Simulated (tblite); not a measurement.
CH2I2, triplet, at the geometry of the source list (a higher spin typed on purpose: for a closed-shell molecule this is an excited state); GFN1-xTB (tblite).

Input for tblite:
```
$ tblite run mol.xyz --method gfn1 --charge 0 --spin 2 --efield 0,0,0.1 --json tblite.json --no-restart

# file mol.xyz
5

I     -1.79350000     0.95800000    -0.02460000
C     -0.00220000    -0.21880000     0.00700000
I      1.81210000     0.92210000    -0.03590000
H     -0.00510000    -0.80190000     0.92030000
H     -0.01130000    -0.85940000    -0.86690000
```

What the program printed (banner, timings and long lists left out):

```
xTB calculator
 | screened Coulomb repulsion
 | Coulomb electrostatics
 |  * isotropic Klopman-Ohno-Mataga-Nishimoto electrostatics
 |  * onsite third-order electrostatics
 | DFT-D3(BJ) dispersion correction
 | Interactions (1)
 | [1] electric field

halogen bonding energy    0.0000000000000E+00 Eh
repulsion energy          4.9257955146164E-02 Eh
dispersion energy        -1.8419045056493E-03 Eh
interaction energy        0.0000000000000E+00 Eh
number of electrons       2.0000000000000E+01 e
integral cutoff           2.3808421393427E+01 bohr

------------------------------------------------------------
  cycle        total energy    energy error   density error
------------------------------------------------------------
      1     -10.91309582333  -1.0960512E+01   2.6556503E-01
      2     -10.91395078762  -8.5496429E-04   1.4874419E-01
      3     -10.86097899778   5.2971790E-02   1.0850828E-01
      4     -10.84813338097   1.2845617E-02   1.1678944E-01
      5     -10.91448289747  -6.6349516E-02   3.3210763E-03
      6     -10.91449160325  -8.7057829E-06   1.8817314E-03
      7     -10.91449171945  -1.1620120E-07   5.0427714E-04
      8     -10.91449219217  -4.7272356E-07   1.3454944E-04
      9     -10.91449227925  -8.7073307E-08   1.2715711E-05
------------------------------------------------------------

electronic energy        -1.0961908329887E+01 Eh
total energy             -1.0914492279246E+01 Eh

Post processing:
 | Mayer-Wiberg bond orders

[Info] JSON dump of results written to 'tblite.json'
```
